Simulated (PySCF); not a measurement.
## Choosing a basis for TDDFT

Compound: C3H6BF2N.
Geometry (PBE0-D3(BJ)/def2-SVP, Å), atoms numbered from 1 in this order:
```
atom  x, y, z in Å
C1     1.9996   -0.1251    0.6893
N2     1.2649    0.5955   -0.0411
C3     0.3310   -0.0508   -0.9307
C4    -1.0862    0.4060   -0.6016
B5    -1.5795   -0.0416    0.8109
F6    -2.6023    0.5377    1.4114
F7    -1.0209   -1.0522    1.4568
H8     1.9728   -1.2336    0.6769
H9     2.7075    0.3506    1.3837
H10    0.3987   -1.1579   -0.8843
H11    0.5867    0.2509   -1.9603
H12   -1.1649    1.5024   -0.6822
H13   -1.8044    0.0014   -1.3390
```

TDDFT with PBE0 (PySCF), vertical singlets, core orbitals frozen in the response, spherical d and f functions. Isolated species at its PBE0-D3(BJ)/def2-SVP geometry (one conformer only).

```csv
basis,functions,diffuse,S1 (eV),S2 (eV),S3 (eV),S4 (eV),S5 (eV),LUMO (eV),α (au)
6-31G*,110,no,5.10,6.97,7.74,8.15,8.36,-0.04,47.9
def2-SVP,128,no,4.98,6.75,7.66,8.04,8.09,-0.29,49.2
6-31+G*,138,yes,4.97,6.65,6.83,7.23,7.41,-0.62,55.1
def2-SVPD,194,yes,4.92,6.65,7.11,7.44,7.63,-0.62,58.1
aug-cc-pVDZ,215,yes,4.91,6.51,6.70,6.93,7.11,-0.68,59.5
def2-TZVP,253,no,4.95,6.77,7.44,7.52,7.88,-0.54,56.4
```

**Question.** How much do these states and the polarisability depend on the basis?

**Answer.** States are compared by their number. Against the largest diffuse basis here (aug-cc-pVDZ, itself not a converged limit), sets without diffuse functions differ by up to 0.19 eV in S1 and 1.25 eV in S5; the smaller diffuse sets differ by up to 0.06 and 0.52 eV. State by state, the largest deviation of a set without diffuse functions is S1 0.19, S2 0.45, S3 1.04, S4 1.22, S5 1.25 eV. The same number needn't mean the same state in each row. Against aug-cc-pVDZ the polarisability deviates by -19% in 6-31G*, -17% in def2-SVP, -7% in 6-31+G*, -2% in def2-SVPD, -5% in def2-TZVP. A single + in a Pople set puts diffuse functions on heavy atoms only.
